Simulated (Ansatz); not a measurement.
Several settings on one geometry of Sn2H6 (that of the charge 0 singlet, PBE0-D4/def2-TZVP). Ansatz on 2 threads of Arm Neoverse N1 on a shared host; times are rough.

```xyz
8

Sn   -0.862    0.805   -0.720
H    -2.362    0.950    0.082
H    -0.206    2.370   -0.912
H    -1.146    0.151   -2.270
Sn    0.862   -0.806    0.719
H     2.350   -0.979   -0.099
H     0.191   -2.359    0.943
H     1.174   -0.133    2.257
```

Totals from different functionals, basis sets or treatments of relativity can't be compared as stabilities.

In the def2 sets Sn takes a core potential; there is no spin–orbit coupling. LC-ωPBE has ω = 0.4 bohr⁻¹. Correlated methods freeze 8 core orbitals; core or outer-core shells of Sn are correlated, in sets that lack core-valence functions.

The spins typed aren't always the lowest for that charge.

(1) Give the basis size and estimate the energy, ⟨S²⟩ and time of these runs.

```csv
run,method,charge,state,further keys
1,UKS LC-ωPBE/def2-SVPD,-1,doublet,scf: {omitted_lower_state_checks: [starts]}
2,RKS B2GP-PLYP/def2-mTZVP,0,singlet,forces asked
3,RKS ωB97X/def2-SVPD,0,singlet,"point_charges: [{charge: 2.00, position_ang: [6.995, -0.843, -0.193]}]"
```

Results:

(1) 
| run | functions | energy (Eh) | ⟨S²⟩ | wall time |
| --- | --- | --- | --- | --- |
| 1 | 112 | -432.2019 | 0.76 | 15 s |
| 2 | 90 | -431.4543 | – | 9.5 s |
| 3 | 112 | -432.2521 | – | 8.5 s |
